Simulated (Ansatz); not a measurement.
Consider the formal exchange of groups at the Si–C bond: `[SiH3]C1B[SiH2][SiH2]1` + `F[SiH]1[CH2][AlH]1` → `F[Si]1([SiH3])[CH2][AlH]1` + `B1C[SiH2][SiH2]1`.

Program: Ansatz. Geometries: PBE0-D4/def2-TZVP. ΔE: electronic, gas phase. CCSD(T)/CBS is the MP2 limit (def2-TZVPP, def2-QZVPP) plus CCSD(T) − MP2 in def2-TZVPP, frozen cores.

```csv
species,CCSD(T)/def2-TZVPP energy (Eh)
`[SiH3]C1B[SiH2][SiH2]1`,-935.35197
`F[SiH]1[CH2][AlH]1`,-671.23481
`F[Si]1([SiH3])[CH2][AlH]1`,-961.49172
`B1C[SiH2][SiH2]1`,-645.09104
```

Question: Work out ΔE.

Answer: ΔE = (-961.49172) + (-645.09104) − (-935.35197) − (-671.23481) = 0.00402 Eh = +2.5 kcal/mol. CCSD(T)/CBS gives +2.6 kcal/mol.

Largest T1 diagnostic among the species: 0.015.

From PBE to PBE0 (25 % exact exchange), in def2-TZVPP and without D4, ΔE moves by +1.6 kcal/mol. The D4 term adds +1.5 kcal/mol with B3LYP and +0.8 kcal/mol with PBE0; it sums over pairs of atoms, weighted by their polarisabilities, and B3LYP, whose exchange is more repulsive, gets the larger term.

B3LYP here is the variant with VWN-RPA as its local correlation; programs differ in this.
